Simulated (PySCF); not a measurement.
**Continuum solvent and chemical shifts**

Bonds (- single, = double, # triple, : aromatic): C1-C2 1.450 Å, C2#C3 1.219 Å, C3-Si4 1.825 Å, Si4-B5 2.034 Å, B5-F6 1.319 Å, B5-F7 1.319 Å. C1 carries H8, H9, H10; Si4 carries H11, H12.

GIAO PBE0/pcSseg-1 in PySCF 2.14 on one PBE0-D3(BJ)/def2-SVP conformer, non-relativistic, equivalent nuclei averaged. Solvents enter as an IEF-PCM continuum (acetone with ε = 20.5, dimethylsulfoxide with ε = 46.8) around the gas-phase geometry. Shifts are referred to TMS, BF3·OEt2, CFCl3 computed in the same medium.

Gas phase, δ in ppm: C2 117.1, C3 74.1, C1 6.1, Si4 -105.3, B5 29.1, F6/F7 -19.5, H11/H12 4.07, H8/H9/H10 1.98. Dipole moment 2.04 D.

(1) How does each δ change in the continuum?

(2) Which of the listed nuclei move most (in ppm), and what does the model miss?

Results:

(1) 
| atoms | environment | Δδ, acetone | Δδ, dimethylsulfoxide |
| --- | --- | --- | --- |
| C2 | alkyne carbon | +5.1 | +5.3 |
| C3 | alkyne carbon | -1.2 | -1.2 |
| C1 | propargylic methyl carbon | +0.3 | +0.3 |
| Si4 | silicon bonded to C, B, 2 H | -0.1 | -0.2 |
| B5 | boron bonded to 2 F, Si | +0.7 | +0.7 |
| F6/F7 | fluorine bonded to B | -3.5 | -3.6 |
| H11/H12 | hydrogen on a silicon bonded to C, B | +0.02 | +0.02 |
| H8/H9/H10 | hydrogen on a propargylic methyl carbon | +0.17 | +0.18 |

Changes are relative to the gas phase. The dipole moment becomes 2.40 D in acetone, 2.41 D in dimethylsulfoxide.

(2) C2 (alkyne carbon, +5.3 ppm) in dimethylsulfoxide. A continuum only polarises the solute; specific hydrogen bonds, the anisotropy of aromatic solvents and changes of geometry or conformer are outside it.
